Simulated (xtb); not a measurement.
C₄H₉NO (SMILES CC(=O)N(C)C), singlet, at a GFN2-xTB geometry; GFN2-xTB in xtb.

Here is a job for xtb.
```
$ xtb mol.xyz --gfn 2 --acc 30 --json

# file mol.xyz
15

C     -1.67732196    -0.50074772    -0.65125544
N     -0.57422778    -0.00792134     0.14175086
C     -0.86869143     0.33280828     1.51208061
C      0.67424499    -0.00386145    -0.38905005
C      1.78455202     0.44966916     0.53412904
O      0.88585823    -0.33651426    -1.53961564
H     -2.44944444     0.26546260    -0.74932265
H     -1.29193779    -0.75297076    -1.63723256
H     -2.11223673    -1.39244003    -0.19336541
H     -0.34513720     1.23939610     1.81400081
H     -0.59346284    -0.47578459     2.19769932
H     -1.93881019     0.51078421     1.60496050
H      2.72960926     0.32720761     0.01256754
H      1.66052237     1.49927813     0.79283406
H      1.79692460    -0.14057928     1.44710246
```

It wrote (shortened):

```
   ID    Z sym.   atoms
    1    6 C      1, 3-5
    2    7 N      2
    3    8 O      6
    4    1 H      7-15

           -------------------------------------------------
          |                Calculation Setup                |
           -------------------------------------------------

           -------------------------------------------------
          |                 G F N 2 - x T B                 |
           -------------------------------------------------

          ...................................................
          :                      SETUP                      :
          :.................................................:
          :  # basis functions                  33          :
          :  # atomic orbitals                  33          :
          :  # shells                           21          :
          :  # electrons                        36          :
          :  max. iterations                   250          :
          :  Hamiltonian                  GFN2-xTB          :
          :  restarted?                      false          :
          :  GBSA solvation                  false          :
          :  PC potential                    false          :
          :  electronic temp.          300.0000000     K    :
          :  accuracy                   30.0000000          :
          :  -> integral cutoff          0.2000000E+02      :
          :  -> integral neglect         0.3000000E-06      :
          :  -> SCF convergence          0.3000000E-04 Eh   :
          :  -> wf. convergence          0.3000000E-02 e    :
          :  Broyden damping             0.4000000          :
          :  net charge                          0          :
          :  unpaired electrons                  0          :
          ...................................................

 iter      E             dE          RMSdq      gap      omega  full diag
   1    -20.3390824 -0.203391E+02  0.364E+00    5.04       0.0  T
   2    -20.3994889 -0.604065E-01  0.202E+00    4.90       1.0  T
   3    -20.4020967 -0.260782E-02  0.113E+00    5.15       1.0  T
   4    -20.4024987 -0.402002E-03  0.168E-01    5.02       1.0  T
   5    -20.4027572 -0.258497E-03  0.816E-02    5.10       1.0  T
   6    -20.4027693 -0.121329E-04  0.379E-02    5.09       1.0  T
   7    -20.4027698 -0.455193E-06  0.849E-03    5.09       3.0  T
   8    -20.4027702 -0.376077E-06  0.299E-03    5.09       8.6  T

[...]
         :: total energy             -20.154266189175 Eh    ::
[...]

 Mol. C6AA /au·bohr⁶  :       1747.117021
 Mol. C8AA /au·bohr⁸  :      36790.649287
 Mol. α(0) /au        :         62.519525

Wiberg/Mayer (AO) data.
largest (>0.10) Wiberg bond orders for each atom

 ---------------------------------------------------------------------------
     #   Z sym  total        # sym  WBO       # sym  WBO       # sym  WBO
 ---------------------------------------------------------------------------
     1   6 C    3.968 --     2 N    0.999     7 H    0.978     9 H    0.978
                             8 H    0.972
     2   7 N    3.484 --     4 C    1.239     3 C    1.007     1 C    0.999
                             6 O    0.194
     3   6 C    3.975 --     2 N    1.007    12 H    0.981    10 H    0.976
                            11 H    0.974
     4   6 C    3.953 --     6 O    1.672     2 N    1.239     5 C    0.983
     5   6 C    3.995 --    13 H    0.984     4 C    0.983    15 H    0.973
                            14 H    0.967
     6   8 O    1.994 --     4 C    1.672     2 N    0.194
     7   1 H    0.998 --     1 C    0.978
     8   1 H    0.992 --     1 C    0.972
     9   1 H    0.998 --     1 C    0.978
    10   1 H    0.997 --     3 C    0.976
    11   1 H    0.998 --     3 C    0.974
    12   1 H    0.996 --     3 C    0.981
    13   1 H    0.995 --     5 C    0.984
    14   1 H    0.997 --     5 C    0.967
    15   1 H    0.997 --     5 C    0.973
 ---------------------------------------------------------------------------

Topologies differ in total number of bonds
Writing topology from bond orders to xtbtopo.mol

molecular dipole:
                 x           y           z       tot (Debye)
 q only:       -0.743       0.289       1.296
   full:       -0.782       0.346       1.564       4.530
molecular quadrupole (traceless):
                xx          xy          yy          xz          yz          zz
 q only:        2.811       1.567      -0.026       3.444      -0.077      -2.785
  q+dip:        3.191       1.532       1.178       3.711      -1.049      -4.370
   full:        2.964       1.576       1.308       3.948      -1.002      -4.272

           -------------------------------------------------
          | TOTAL ENERGY              -20.154266189175 Eh   |
          | GRADIENT NORM               0.000107503591 Eh/α |
          | HOMO-LUMO GAP               5.087662232518 eV   |
           -------------------------------------------------

normal termination of xtb
```
